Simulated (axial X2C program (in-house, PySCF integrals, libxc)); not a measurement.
# Levels of Rb₂⁻ by electron attachment to Rb₂ (EOM-EA-CCSD)

Computed with an in-house all-electron X2C program for linear molecules (integrals from PySCF): two-component X2C with atomic mean-field Coulomb and Gaunt terms, Gaussian nuclei, basis Rb dyall-acv3z with contracted cores.

R = 4.281 Å (near the PBE0 minimum at charge 0 of the determinant lowest at the starting distance; the state shown can have its own minimum elsewhere).

Hartree–Fock spinors of Rb₂ (one of each Kramers pair; a window near the gap, which can cut inner shells):

```tsv
ω	occupied	ε (eV)	character
1/2	yes	-22.39	100% Rb p
1/2	yes	-21.48	100% Rb p
3/2	yes	-21.45	100% Rb p
3/2	yes	-21.43	100% Rb p
1/2	yes	-21.39	100% Rb p
1/2	yes	-3.39	84% Rb s, 13% Rb p
1/2	no	-0.07	78% Rb p, 20% Rb s
1/2	no	0.12	65% Rb s, 34% Rb p
1/2	no	0.15	100% Rb p
3/2	no	0.15	100% Rb p
1/2	no	0.15	88% Rb p, 11% Rb s
3/2	no	0.22	96% Rb p
```

Levels of Rb₂⁻ obtained by attaching an electron to Rb₂:

| Ω | binding energy (eV) | above lowest (cm⁻¹) | attached spinor | one-particle weight |
| --- | --- | --- | --- | --- |
| 1/2 | 0.371 | 0 | 68% Rb pσ, 30% Rb sσ | 0.93 |
| 1/2 | -0.047 | 3375 | 100% Rb pπ | 0.96 |
| 3/2 | -0.051 | 3408 | 100% Rb pπ | 0.96 |
| 1/2 | -0.063 | 3503 | 70% Rb sσ, 28% Rb pσ | 0.97 |
| 1/2 | -0.115 | 3921 | 94% Rb pσ | 0.99 |
| 1/2 | -0.207 | 4664 | 96% Rb pπ | 0.99 |
| 3/2 | -0.207 | 4665 | 96% Rb pπ | 0.99 |

Take the first Ω = 1/2 and Ω = 3/2 rows of π character: how far apart are they, and which lies lower?

E(3/2) − E(1/2) = 3408 − 3375 = 33 cm⁻¹ at EOM-EA-CCSD: regular, Ω = 1/2 lower. Splittings at this level can be off by ten to twenty per cent.

Negative binding energies belong to unbound states, resonances or levels that the basis set holds; within some tenths of an eV of zero the sign is not settled.

This point took 21 s on 1 thread of Intel(R) Xeon(R) 6975P-C (Granite Rapids), with other jobs on the host.

Reference electrons by ω block (each with its −ω partner): 1/2: 25, 3/2: 10, 5/2: 2. 18 electrons of Rb₂ correlated (inner shells frozen), 84 natural virtual spinors (a truncated set); levels can be off by some tenths of an eV. Roots sought by Ω: (1/2: 5, 3/2: 4, 5/2: 2, 7/2: 1); the list ends where they run out and leaves out roots under 60 % one-particle weight. The solver can skip a root, and states that need a further excitation, which the method places far too high, are missing though they may lie low or lowest. T1 of the reference 0.012 (Lee–Taylor). Number of frozen shells: Rb 3 s, 2 p, 1 d. g and u states are not told apart.
